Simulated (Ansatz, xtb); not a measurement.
Spectroscopic constants of ZnSb, multiplicity 4 (lowest of 2S+1 = 2, 4 at CCSD(T)/def2-TZVPP on PBE0 minima; our sources give no spin for the ground state, which may be another). No spin–orbit coupling. Zn is treated without relativity.

Seven points along R, fitted to fifth degree in 1/R; most abundant isotopes. Runs in def2 and cc sets follow the lowest solution found near the PBE0 minimum.

The values were computed with Ansatz (Gaussian orbitals); xtb for the GFN methods. Each number belongs to the level named beside it. In def2 rows elements past Kr take small-core potentials, without spin–orbit coupling. The GFN methods have no spin term and hold the electronic entropy of 300 K.

```tsv
level	r_e (Å)	ω_e (cm⁻¹)	ω_e x_e (cm⁻¹)	α_e (cm⁻¹)	dipole (D)
GFN1-xTB	2.753	143	0.052	0.00025	-
SVWN5/def2-TZVPP	2.693	145	1.00	0.00040	0.04
PBE/def2-TZVPP	2.814	119	1.1	0.00047	0.14
r2SCAN/def2-TZVPP	2.743	137	1.1	0.00042	0.30
B97M-V/def2-TZVPP	2.888	96	1.7	0.00066	0.12
B3LYP/def2-TZVPP	2.875	101	1.5	0.00060	0.29
PBE0/def2-TZVPP	2.790	124	1.3	0.00049	0.33
BHLYP/def2-TZVPP	2.848	105	1.9	0.00067	0.47
CAM-B3LYP/def2-TZVPP	2.810	110	1.9	0.00066	0.31
wB97X-V/def2-TZVPP	2.755	127	1.8	0.00057	0.44
wB97M-V/def2-TZVPP	2.821	102	2.3	0.00080	0.24
B2PLYP/def2-TZVPP	2.847	102	1.9	0.00069	-
CCSD(T)/def2-TZVPP	2.915	77	3.2	0.0011	-
```

Correlated levels freeze the inner cores; with def2 sets outer-core shells near the valence are correlated too.

Ansatz is an electronic-structure program.
